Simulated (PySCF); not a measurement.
silyloxysilylformaldehyde (CH₆O₂Si₂), SMILES O=C[SiH2]O[SiH3]. Atoms are numbered in the order given.

```xyz
11

O     -0.2588    -3.2054     0.0000
C     -0.6348    -2.0546     0.0000
Si     0.6588    -0.6268     0.0000
O     -0.1569     0.8144     0.0000
Si    -0.1946     2.4757     0.0000
H     -1.7371    -1.8122     0.0000
H      1.5041    -0.7661     1.2186
H      1.5041    -0.7661    -1.2186
H     -1.6165     2.9108     0.0000
H      0.4908     3.0025     1.2150
H      0.4908     3.0025    -1.2150
```

The structure is a stationary point at B3LYP-D3(BJ)/def2-SVP. The values are those of a single conformer.

Level of theory: B3LYP/pcSseg-1 (PySCF).

GIAO shieldings, no solvent; atoms alike by connectivity are averaged. δ = σ(ref) − σ: ¹⁷O against H2O (σ = 333.8 ppm); ¹³C against TMS (σ = 181.3 ppm); ²⁹Si against TMS (σ = 338.7 ppm); ¹H against TMS (σ = 31.68 ppm), references at their B3LYP-D3(BJ)/def2-TZVP geometries, non-relativistic.

Computed chemical shifts:
```csv
nucleus,atoms,count,δ (ppm)
¹⁷O,O1,1,953.9
¹⁷O,O4,1,8.6
¹³C,C2,1,250.7
²⁹Si,Si5,1,-40.8
²⁹Si,Si3,1,-58.8
¹H,H6,1,12.33
¹H,"H9, H10, H11",3,5.33
¹H,"H7, H8",2,4.81
```
